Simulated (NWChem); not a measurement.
Molecule: CH7NSi2; SMILES C(=N/[SiH3])/[SiH3]

```xyz
11

Si     0.3805     1.8113    -0.2133
C     -1.0309     0.5702     0.2032
N     -0.9569    -0.6916     0.3045
Si     0.4011    -1.7832     0.1159
H      1.4632     1.7248     0.8127
H     -0.1908     3.1908    -0.2193
H      0.9573     1.5048    -1.5571
H     -2.0300     1.0306     0.3738
H      0.5560    -2.5192     1.4027
H      1.7037    -1.1148    -0.2242
H      0.0491    -2.7396    -0.9718
```
Atoms are numbered in this order, from 1.

Geometry: optimised at PBE0/def2-SVP.

 Unshifted, non-relativistic core excitations; the lowest 4 roots alone, so stronger bands may lie above.

**Question.** List the first C K-edge excitations from PBE0/6-311G** (spherical d), restricted-window TDA (NWChem).

**Answer.** 
```csv
state,energy (eV),dipole oscillator strength,leading excitation (squared amplitude)
S1,275.2,0.0448,1s of atom 2 or its equivalents → LUMO (0.96)
S2,278.5,0.0076,1s of atom 2 or its equivalents → LUMO+1 (0.94)
S3,279.2,0.0025,1s of atom 2 or its equivalents → LUMO+2 (0.94)
S4,279.7,0.0074,1s of atom 2 or its equivalents → LUMO+3 (0.83)
```
